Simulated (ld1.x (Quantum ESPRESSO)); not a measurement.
Configuration tests for N (TM)

* Element: nitrogen
* Generator: ld1.x (Quantum ESPRESSO) 7.5
* Type: norm-conserving Troullier–Martins (Kleinman–Bylander form)
* Functional: PBE
* Relativity: scalar-relativistic
* Frozen core: [He]
* Valence charge: 5
* Reference configuration: 2s2 2p3
* Partial waves: 2s (bound): rc 0.70 bohr; 2p (bound): rc 1.30 bohr; 3d channel at 0.05 Ry: rc 1.40 bohr
* Local potential: all-electron potential smoothed inside 0.70 bohr (lloc = -1)
* Core correction: a·sin(br)/r model core, default radius (core density twice the valence density)

Energies are relative to the spin-unpolarised reference configuration 2s2 2p3; without spin polarisation the order of configurations can differ from experiment.

Task: Give the all-electron excitation energy and the error of the potential for: 2s2 2p2; 2s2 2p1; 2s2 2p0; 2s0 2p5; 2s1 2p0; 2s1 2p3; 2s1 2p4.

Result:

```csv
valence configuration,charge,ΔE all-electron (eV),error AE − PS (meV)
2s2 2p2,+1,13.591,+7.2
2s2 2p1,+2,42.445,+80
2s2 2p0,+3,89.528,+385
2s0 2p5,0,23.041,+43
2s1 2p0,+4,167.346,+648
2s1 2p3,+1,25.372,-0.5
2s1 2p4,0,11.508,+11
```

Levels in the configuration 2s0 2p5:

| level | all-electron (eV) | pseudo (eV) |
| --- | --- | --- |
| 2p | -7.893 | -7.901 |
